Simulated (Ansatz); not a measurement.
`C[O][Al]([OH])[F]` and `C[O][Al]([F])[O]C` differ in one atom or group.

Ansatz, PBE0-D4/def2-TZVP geometries, multiplicity 1. Each molecule was computed in one conformer, which needn't be the lowest.

```
                            property  `C[O][Al]([OH])[F]`
   HOMO energy (PBE/def2-TZVPP) / eV                -6.78
HOMO–LUMO gap (PBE0/def2-TZVPP) / eV                 7.71
 LUMO energy (B3LYP/def2-TZVPP) / eV                -0.98
   LUMO energy (PBE/def2-TZVPP) / eV                -1.52
  HOMO energy (PBE0/def2-TZVPP) / eV                -8.35
 HOMO–LUMO gap (PBE/def2-TZVPP) / eV                 5.26
```

Give the same properties after the change, and the shifts. (Estimate.)

Computed: 
| property | `C[O][Al]([F])[O]C` | shift |
| --- | --- | --- |
| HOMO energy (PBE/def2-TZVPP) / eV | -6.64 | 0.14 |
| HOMO–LUMO gap (PBE0/def2-TZVPP) / eV | 7.72 | 0.01 |
| LUMO energy (B3LYP/def2-TZVPP) / eV | -0.84 | 0.14 |
| LUMO energy (PBE/def2-TZVPP) / eV | -1.41 | 0.11 |
| HOMO energy (PBE0/def2-TZVPP) / eV | -8.23 | 0.12 |
| HOMO–LUMO gap (PBE/def2-TZVPP) / eV | 5.22 | -0.04 |

B3LYP here is the variant with VWN-RPA as its local correlation; programs differ in this.
